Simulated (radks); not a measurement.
Effect of the nuclear size on the bismuth ion Bi2+, [Hg] 6p1. Method: Dirac Kohn-Sham, PBE, spin-unpolarised, spherical densities, finite nucleus; open shells are shared between the two j in proportion to 2j + 1; Fermi nuclear charge, rms radius 5.5211 fm; computed with a radial shooting solver on a logarithmic mesh with Libxc functionals. The rms radius is varied about that value; shifts are against it.

rms radius (fm) = 4.6046: total energy shift (eV) -44.7; density at nucleus (e/bohr^3) 3.22e+06; 1s1/2 shift (meV) -17700; 2s1/2 shift (meV) -2720; 5p1/2 shift (meV) 0.580; 6s1/2 shift (meV) -4.29; 6p1/2 shift (meV) 0.543; 6p3/2 shift (meV) 0.751; 7s1/2 (empty) shift (meV) -0.863
rms radius (fm) = 5.1015: total energy shift (eV) -21.0; density at nucleus (e/bohr^3) 3.076e+06; 1s1/2 shift (meV) -8350; 2s1/2 shift (meV) -1280; 5p1/2 shift (meV) 0.271; 6s1/2 shift (meV) -2.02; 6p1/2 shift (meV) 0.255; 6p3/2 shift (meV) 0.353; 7s1/2 (empty) shift (meV) -0.406
rms radius (fm) = 5.5211: total energy shift (eV) 0; density at nucleus (e/bohr^3) 2.969e+06; 1s1/2 shift (meV) 0.000; 2s1/2 shift (meV) 0.000; 5p1/2 shift (meV) 0.000; 6s1/2 shift (meV) 0.000; 6p1/2 shift (meV) 0.000; 6p3/2 shift (meV) 0.000; 7s1/2 (empty) shift (meV) 0.000
rms radius (fm) = 5.9849: total energy shift (eV) 24.3; density at nucleus (e/bohr^3) 2.864e+06; 1s1/2 shift (meV) 9650; 2s1/2 shift (meV) 1480; 5p1/2 shift (meV) -0.310; 6s1/2 shift (meV) 2.33; 6p1/2 shift (meV) -0.294; 6p3/2 shift (meV) -0.408; 7s1/2 (empty) shift (meV) 0.469
rms radius (fm) = 6.5591: total energy shift (eV) 55.8; density at nucleus (e/bohr^3) 2.749e+06; 1s1/2 shift (meV) 22200; 2s1/2 shift (meV) 3400; 5p1/2 shift (meV) -0.709; 6s1/2 shift (meV) 5.36; 6p1/2 shift (meV) -0.676; 6p3/2 shift (meV) -0.938; 7s1/2 (empty) shift (meV) 1.08

Slopes of the eigenvalues against <r^2> in GHz/fm^2, as finite differences over the two radii next to the reference (eigenvalue slopes, not the field-shift constants of lines): 1s1/2 444000, 2s1/2 68200, 5p1/2 -14.4, 6s1/2 107, 6p1/2 -13.6, 6p3/2 -18.8, 7s1/2 (empty) 21.6.
